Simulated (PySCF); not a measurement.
Job file and geometry (Å, from GFN2-xTB) of an NMR shielding run on SMILES CN[SiH2]S[SiH](C)C, C3H13NSSi2, PySCF, GIAO PBE0/pcSseg-1 NMR shielding, non-relativistic, gas phase; density fitting, a coarse starting grid and PySCF grid level 2 are the driver's defaults:

```
$ OMP_NUM_THREADS=1 python probes_run.py task.json out

{"job": {"kind": "nmr", "xc": "PBE0", "basis": "pcSseg-1"}, "charge": 0, "multiplicity": 1}
C      3.752725     0.184533     0.092601
N      2.783017    -0.379522    -0.819446
Si     1.141392     0.107250    -0.836901
S      0.144409    -0.254170     1.043158
Si    -1.967275    -0.073730     0.598521
C     -2.527210    -1.568597    -0.431400
C     -2.316857     1.543213    -0.334301
H      3.681681    -0.245116     1.096844
H      3.580480     1.255748     0.169032
H      4.760845     0.017992    -0.290446
H      2.972149    -1.355467    -0.992938
H      0.512931    -0.688753    -1.883213
H      1.120216     1.545965    -1.073324
H     -2.552211    -0.075302     1.938125
H     -2.327987    -2.497653     0.094401
H     -3.591498    -1.526961    -0.641119
H     -2.002637    -1.611783    -1.382684
H     -1.890030     1.525156    -1.333970
H     -1.894579     2.396539     0.187749
H     -3.384708     1.711336    -0.432815
```

**Question.** What does the program print?

**Answer.** 
```
coarse grid: 17256 points
cycle   1  E = -1153.3873348407  dE =  3.436e-01  |g| = 5.623e-01  |ddm| = 3.899e+00
cycle   2  E = -1153.3624280227  dE =  2.491e-02  |g| = 6.590e-01  |ddm| = 1.150e+00
cycle   3  E = -1153.4653223853  dE = -1.029e-01  |g| = 8.141e-02  |ddm| = 6.504e-01
cycle   4  E = -1153.4665817724  dE = -1.259e-03  |g| = 3.204e-02  |ddm| = 9.920e-02
cycle   5  E = -1153.4668053164  dE = -2.235e-04  |g| = 3.443e-03  |ddm| = 3.204e-02
cycle   6  E = -1153.4668078099  dE = -2.493e-06  |g| = 1.158e-03  |ddm| = 4.597e-03
final grid: 150056 points
cycle   7  E = -1153.5066570205  dE = -2.665e-05  |g| = 1.052e-02  |ddm| = 2.633e-02
cycle   8  E = -1153.5066397458  dE =  1.727e-05  |g| = 1.333e-02  |ddm| = 2.298e-02
cycle   9  E = -1153.5066843944  dE = -4.465e-05  |g| = 1.083e-03  |ddm| = 1.361e-02
cycle  10  E = -1153.5066846313  dE = -2.369e-07  |g| = 2.317e-04  |ddm| = 1.015e-03
cycle  11  E = -1153.5066846421  dE = -1.077e-08  |g| = 5.117e-05  |ddm| = 2.490e-04
cycle  12  E = -1153.5066846428  dE = -6.689e-10  |g| = 2.199e-05  |ddm| = 9.598e-05
converged SCF energy = -1153.5066846428

GIAO shielding tensors (ppm)
atom      isotropic    diamagn.    paramagn.     s11        s22        s33       span
  0 C      154.261     242.397     -88.135    132.982    143.956    185.845     52.863
  1 N      241.057     325.068     -84.011    224.497    230.534    268.141     43.644
  2 Si     378.105     882.893    -504.788    326.393    382.958    424.963     98.570
  3 S      735.356    1064.689    -329.333    659.270    747.253    799.545    140.275
  4 Si     352.299     881.825    -529.526    302.188    370.953    383.755     81.567
  5 C      185.993     254.653     -68.660    173.756    190.494    193.729     19.973
  6 C      185.182     255.463     -70.280    175.945    186.772    192.830     16.885
  7 H       28.670      29.242      -0.571     23.175     27.722     35.114     11.939
  8 H       29.158      28.844       0.314     25.264     27.407     34.804      9.540
  9 H       28.788      25.494       3.294     23.485     26.444     36.435     12.950
 10 H       31.414      33.910      -2.497     22.410     30.203     41.628     19.217
 11 H       26.515      33.165      -6.650     21.263     27.585     30.696      9.433
 12 H       26.357      32.651      -6.294     20.926     26.753     31.391     10.466
 13 H       26.741      30.397      -3.656     23.103     24.562     32.560      9.457
 14 H       31.396      31.215       0.180     26.762     28.921     38.505     11.743
 15 H       31.654      28.705       2.949     26.815     28.575     39.573     12.759
 16 H       31.121      33.539      -2.418     26.642     30.444     36.276      9.634
 17 H       31.446      33.619      -2.173     27.331     30.526     36.481      9.151
 18 H       31.316      32.133      -0.817     26.714     29.253     37.980     11.266
 19 H       31.532      28.896       2.637     26.811     28.300     39.486     12.675
```

**Question.** Turn these shieldings into chemical shifts. Scale: 13C (186.93 ppm), 29Si (349.16 ppm), 1H (31.72 ppm) vs TMS; 15N (267.73 ppm) vs NH3; CS2 for 33S (503.73 ppm) (reference shieldings calculated alike).

**Answer.** Averaging equivalent atoms: C 0: 32.7; C 5/6: 1.3; N 1: 26.7; Si 4: -3.1; Si 2: -28.9; S 3: -232; H 11/12: 5.28; H 13: 4.98; H 7/8/9: 2.84; H 14/15/16/17/18/19: 0.31; H 10: 0.30 ppm. Experimental scales use liquid or dissolved standards, which lie at an offset from isolated NH3 (liquid NH3: subtract about 20 ppm).

Size and cost of the density-fitted run: 205 basis functions, 34 s wall time on 1 thread of an Intel Xeon Platinum 8488C, shared host; peak memory 0.93 GiB.
